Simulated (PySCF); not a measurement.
## MK for M along the fourth-period p block

PBE with double-zeta basis sets in PySCF, for the lowest determinant that a PBE0 search found; no spin–orbit coupling. De refers to high-spin ground-configuration atoms. A positive dipole means M(−)K(+).

```
 M       basis  state (unpaired electrons)  Re (Å)  ωe (cm⁻¹)  De (eV)  μ (D)
Ge    def2-SVP         quartet (σ ↑, π ↑↑)   3.106        151     1.45   8.37
As    def2-SVP              triplet (π ↑↑)   3.168        154     1.24   7.53
Se    def2-SVP               doublet (π ↑)   2.974        191     2.40   9.23
Br  x2c-SVPall      singlet (closed shell)   2.831        220     3.72   9.67
```

The shortest bond is that of KBr (2.831 Å), the longest that of KAs (3.168 Å). KBr is bound most strongly (3.72 eV) and KAs least (1.24 eV).

The rows differ in basis set, which adds steps of its own.

The state changes along the series, so neighbouring rows are not always alike in their bonding.

States were picked by a PBE0 search and need not be the measured ground states.
